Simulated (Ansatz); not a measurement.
Be₆. The state is a triplet with charge 0. Geometry PBE0/def2-TZVP, that of the charge +1 doublet; atoms count from 1.

```csv
atom,x (Å),y (Å),z (Å)
Be1,-0.5215,1.3476,1.9610
Be2,1.2254,-0.1825,-0.8142
Be3,0.2015,-1.9141,-0.6977
Be4,-0.2077,-0.4659,0.8607
Be5,-0.0080,1.4205,-0.0183
Be6,-0.6896,-0.2057,-1.2915
```

The structure comes from a short search, and lower isomers may exist.

**Question.** Estimate the Mulliken populations from the PBE0/def2-TZVP orbitals of Ansatz.

**Answer.** 
```
atom  charge (e)  spin (α − β)
 Be1       -0.17          0.59
 Be2       -0.04          0.06
 Be3       -0.18          0.36
 Be4        0.35          0.35
 Be5        0.07          0.58
 Be6       -0.04          0.05
```
Mulliken values depend strongly on the basis.

**Question.** Where does the spin sit?

**Answer.** Summed by element: Be 2.00, of 2 unpaired in all. Largest on single atoms: Be1 0.59, Be5 0.58, Be3 0.36.

**Question.** And the Mayer bond orders between heavy atoms (over 0.3)?

**Answer.** Be1–Be4 0.61 (2.14 Å); Be1–Be5 0.79 (2.05 Å); Be2–Be3 0.75 (2.02 Å); Be2–Be4 0.43 (2.22 Å); Be2–Be5 0.64 (2.17 Å); Be2–Be6 0.81 (1.97 Å); Be3–Be4 0.66 (2.17 Å); Be3–Be6 0.75 (2.02 Å); Be4–Be5 0.31 (2.09 Å); Be4–Be6 0.43 (2.22 Å); Be5–Be6 0.63 (2.17 Å).
